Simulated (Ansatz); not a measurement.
Isolated molecules relaxed with PBE0-D4/def2-TZVP in Ansatz; ΔE leaves out vibrations. CCSD(T)/CBS adds triple-zeta CCSD(T) − MP2 to the extrapolated MP2 energy (def2 sets, frozen cores). Functionals use def2-TZVPP. One conformer a species, not always the lowest.

`OC([SiH3])[SiH2]Cl` + `BO[SiH](O)F` → `O[SiH](F)O[SiH2]Cl` + `BC(O)[SiH3]`  (redistribution)

`OC([SiH3])[SiH2]Cl`:

Z-matrix (Å, degrees):
```
C
Si 1 1.891
Si 1 1.878 2 112.3
O 1 1.426 2 107.6 3 123.0
H 1 1.103 2 106.5 3 -117.4
H 2 1.489 1 107.8 3 57.6
H 2 1.484 1 110.1 3 177.1
H 2 1.484 1 110.2 3 -61.5
Cl 3 2.069 1 106.0 2 170.0
H 3 1.481 1 112.3 2 53.7
H 3 1.482 1 111.9 2 -72.1
H 4 0.964 1 108.5 2 -173.1
```

`BO[SiH](O)F`:

```xyz
9

B    -0.914   -1.653   -0.011
O     0.051   -0.790   -0.397
Si    0.551    0.653    0.174
O     0.291    1.721   -1.015
F     2.103    0.542    0.484
H    -1.052   -2.660   -0.643
H    -1.602   -1.397    0.942
H    -0.125    0.998    1.436
H     0.698    2.586   -0.970
```

`O[SiH](F)O[SiH2]Cl`:

Z-matrix (Å, degrees):
```
Si
F 1 1.590
O 1 1.628 2 106.6
O 1 1.619 2 110.6 3 122.2
H 1 1.464 2 108.8 3 -118.7
Si 3 1.622 1 145.5 2 76.6
H 4 0.960 1 119.3 2 -72.8
Cl 6 2.062 3 109.2 1 15.8
H 6 1.476 3 110.5 1 -101.9
H 6 1.475 3 109.5 1 133.4
```

`BC(O)[SiH3]`:

Z-matrix (Å, degrees):
```
C
O 1 1.408
Si 1 1.953 2 111.4
B 1 1.515 2 117.4 3 106.2
H 1 1.099 2 113.7 3 -115.0
H 2 0.961 1 109.3 3 60.4
H 3 1.486 1 113.1 2 83.5
H 3 1.488 1 104.2 2 -34.1
H 3 1.484 1 111.0 2 -152.7
H 4 1.199 1 117.4 2 173.1
H 4 1.194 1 121.5 2 -13.8
```

| level | ΔE (kJ/mol) |
| --- | --- |
| B97M-V | -14.2 |
| ωB97X-V | -7.4 |
| RPA@PBE/def2-TZVPP | -2.4 |
| MP2/def2-SVP | 11.5 |

Question: What does CCSD(T)/CBS give? (Best estimate.)

Answer: The calculation gave: -8.7 kJ/mol. The listed levels differ from it by -5.5, 1.3, 6.3, 20.2 kJ/mol.

Question: What do rigid-rotor, harmonic-oscillator terms from PBE0-D4/def2-TZVP frequencies (298.15 K, 1 bar) make of the CCSD(T)/CBS value? (Best estimate.)

Answer: Computed: ΔZPE = +1.1 kJ/mol, ΔH = -8.5 kJ/mol, ΔS = -3 J/(mol·K), ΔG = -7.8 kJ/mol. Modes under 50 cm⁻¹ make the entropy rough.

Largest T1 diagnostic among the species: 0.013.

At CCSD(T), def2-SVP lies +21.1 kJ/mol from the extrapolated value and def2-TZVPP +1.7 kJ/mol. Leaving LDA and LC-ωPBE aside and taking each functional with its dispersion term where it has one, the values, not all of them listed here, spread over 7.4 kJ/mol, from r2SCAN-D4 to ωB97X-V. LDA lies −4.6 kJ/mol from PBE without D4.
